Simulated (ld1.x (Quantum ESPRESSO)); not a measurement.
What the settings do to the TM potential of thallium

Base potential:

```json
{
  "Element": "Tl (Z = 81)",
  "Generator": "ld1.x (Quantum ESPRESSO) 7.5",
  "Type": "norm-conserving Troullier–Martins (Kleinman–Bylander form)",
  "Functional": "PBE",
  "Relativity": "scalar-relativistic",
  "Frozen core": "[Xe] 4f14",
  "Valence charge": "13",
  "Reference configuration": "5d10 6s2 6p1",
  "Partial waves": "6s (bound): rc 1.95 bohr; 6p (bound): rc 2.70 bohr; 5d (bound): rc 1.80 bohr",
  "Local potential": "all-electron potential smoothed inside 1.50 bohr (lloc = -2)",
  "Core correction": "a·sin(br)/r model core inside 1.40 bohr"
}
```

Cutoffs, loose and tight: the cutoffs (Ry, on a coarse ladder) from which the occupation-weighted sum of valence levels, in a spherical-Bessel basis at the reference potential, stays within 10 and 1 mRy of its value at 400 Ry. They do not see the model core or the augmentation charge, which bear on the density cutoff. Test errors are all-electron minus pseudo excitation energies from the reference, over the configurations 5d10 6s2 6p0; 5d10 6s1 6p0; 5d10 6s0 6p0; 5d10 6s2 6p0.5; 5d10 6s2 6p1.3; 5d9 6s2 6p2; 5d9 6s2 6p1. A dash means not determined; rows that change the core or the reference have their own tests.

A true bound ghost makes a file unfit for plane-wave use even where its test errors are small: the radial tests pick states by their node count and pass the ghost by.

| change | outcome | cutoff, loose | cutoff, tight | bound ghosts | largest test error (meV) |
| --- | --- | --- | --- | --- | --- |
| base | generated | 50 Ry | 80 Ry | s | -91 |
| wave 6p (bound): rc 2.70 bohr becomes 6p (bound): rc 2.10 bohr | generated | 50 Ry | 80 Ry | s | -80 |
| wave 6p (bound): rc 2.70 bohr becomes 6p (bound): rc 2.32 bohr | generated | 50 Ry | 80 Ry | s | -81 |
| wave 6p (bound): rc 2.70 bohr becomes 6p (bound): rc 2.66 bohr | generated | 50 Ry | 80 Ry | s | -93 |
| wave 6p (bound): rc 2.70 bohr becomes 6p (bound): rc 2.94 bohr | generated | 50 Ry | 80 Ry | s | -83 |
| wave 6p (bound): rc 2.70 bohr becomes 6p (bound): rc 3.26 bohr | generated | 50 Ry | 80 Ry | s | -93 |
| wave 6p (bound): rc 2.70 bohr becomes 6p (bound): rc 3.40 bohr | generated | 50 Ry | 80 Ry | s | -101 |
| wave 6p (bound): rc 2.70 bohr becomes 6p (bound): rc 4.04 bohr | generated | 50 Ry | 80 Ry | s | -141 |

Problem. What comes out with this change to the base: wave 6p (bound): rc 2.70 bohr becomes 6p (bound): rc 1.76 bohr?

Solution. outcome: generated; cutoff, loose: 70 Ry; cutoff, tight: 100 Ry; bound ghosts: s; largest test error (meV): +121.

Problem. What comes out with this change to the base: wave 6p (bound): rc 2.70 bohr becomes 6p (bound): rc 3.72 bohr?

Solution. outcome: generated; cutoff, loose: 50 Ry; cutoff, tight: 80 Ry; bound ghosts: s; largest test error (meV): -116.

Reading the sweep of the p radius (base included, trends over the rows without a ghost): Bound ghosts are found at 1.76, 2.1, 2.32, 2.66, 2.7, 2.94, 3.26, 3.4, 3.72, 4.04 bohr. Every judged row has one, so this setting neither creates nor removes them.
